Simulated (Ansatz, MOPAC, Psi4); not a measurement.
System: C₃H₆O₂, charge 0, multiplicity 1. SMILES: CCOC=O
Geometry from a B3LYP-D3(BJ)/def2-TZVP (Ansatz, a first-principles code) optimisation:
```xyz
11

C     -2.1634     0.3523    -0.1675
C     -0.8389    -0.2557     0.2267
O      0.2076     0.5270    -0.4008
C      1.4624     0.1343    -0.1637
O      1.7944    -0.7977     0.5146
H     -2.2955     0.3318    -1.2497
H     -2.9771    -0.2138     0.2889
H     -2.2335     1.3870     0.1698
H     -0.6824    -0.2386     1.3060
H     -0.7441    -1.2895    -0.1078
H      2.1555     0.8036    -0.6915
```

Wanted: size of the dipole moment, in D. Terms: spin-orbit terms left out; dispersion terms only where a functional's name holds one; non-relativistic; six Cartesian d functions in 6-31G* and its kin unless marked 5d. Ab initio and DFT rows: single points at B3LYP-D3(BJ) geometries (Ansatz). Semi-empirical rows: dipoles at the shared geometry.

Measured values: NIST CCCBDB, as tabulated in the package chemicals; dipoles are vibrational averages and may belong to another conformer or a mix. 

Value to compare with, the measured value: 1.98 D.

| level | program | size of the dipole moment (D) | error |
|---|---|---|---|
| AM1 | MOPAC | 1.73 | -0.25 |
| PBE/STO-3G | Ansatz | 1.71 | -0.27 |
| PBE/3-21G | Ansatz | 1.95 | -0.03 |
| B3LYP/STO-3G | Ansatz | 1.64 | -0.34 |
| B3LYP/3-21G | Ansatz | 1.93 | -0.05 |
| B3LYP/6-31G | Ansatz | 2.11 | 0.13 |
| B3LYP/6-31G* | Ansatz | 2.09 | 0.11 |
| B3LYP/6-31G** | Ansatz | 2.09 | 0.11 |
| wB97X-D/6-31G* | Psi4 | 2.12 | 0.14 |

Among the 9 habitual levels, B3LYP/STO-3G lies farthest from the measured value (-0.34 D); 4 of 9 lie above it, and their mean absolute error is 0.16 D, the median 0.13. One case shows no general order.

The levels are drawn from those run, B3LYP/6-31G* more often than the rest, none by its result; left out are runs that failed, that the program found above a lower state of the same kind, or whose <S^2> lies over 0.5 above the pure value.
